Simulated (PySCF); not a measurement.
## From a raw peak list to a structure

Formula C4H8F2O2. The spectrum was simulated from the full spin Hamiltonian at 600 MHz with 1.0 Hz Lorentzian lines, from shifts rounded to 0.01 ppm and J to 0.1 Hz, couplings under 1 Hz left out.

Maxima in ppm (height), grouped by integral:
1H: 4.445 (26), 4.425 (26)
1H: 4.355 (26), 4.335 (26)
6H: 3.543 (96), 3.542 (100), 3.538 (100), 3.537 (96)

$^{13}$C{$^{1}$H} NMR (computed): δ 117.6 (dd, J = 308.6, 20.2 Hz), 86.7 (dd, J = 240.0, 39.2 Hz), 50.9 (d, J = 4.8 Hz).

- PBE0-D3(BJ)/def2-SVP geometry
- B3LYP/pcJ-1 coupling constants (spin–dipole term only in couplings to heteroatoms)
- GIAO B97-2/pcSseg-1 shieldings
- code: PySCF 2.14
- in vacuum, equivalent nuclei averaged, non-relativistic, a single conformation

Chemical shifts δ = σref − σ; $^{1}$H (σ = 31.38 ppm) and $^{13}$C (σ = 183.69 ppm) vs TMS, all at this level.

(1) Analyse the multiplets.

(2) What is the compound?

Results:

(1) $^{1}$H NMR (600 MHz, computed): δ 4.39 (dd, J = 54.3, 12.0 Hz, 2H), 3.54 (dd, J = 2.8, 1.0 Hz, 6H). These are first-order names from the parameters used; overlap and second-order distortion can hide them in the list.

(2) `COC(F)(CF)OC`.

Mapped SMILES: `[CH3:1][O:2][C:3]([F:4])([CH2:5][F:6])[O:7][CH3:8]`. Each H is labelled by its parent atom.

1. δ 4.39: H(C5), hydrogen on an sp3 CH2 bonded to F, coupled to F6 (54.3 Hz), F4 (12.0 Hz).
2. δ 3.54: H(C1)/H(C8), hydrogen on a methyl carbon bonded to O, coupled to F6 (2.8 Hz), F4 (1.0 Hz).

This is the structure that produced the data.

C–F couplings over four or more bonds (about 3 Hz to the para carbon of a fluoroarene) are left out. Common functionals overestimate the size of one-bond C–F couplings by tens of Hz; these are unscaled. Multiplet labels drop couplings under 1 Hz and merge nearly equal ones. Shifts are as computed. Against solution values, carbons near 30 ppm lie about +1 ppm off and those near 130 ppm about +2 ppm. Of 1313 compounds with measured shifts, 239 miss one by over three times the rms of a fit or turn the order of signals round; such compounds aren't used in these exercises. 3J across rotatable bonds or in flexible rings reflects this conformer alone.
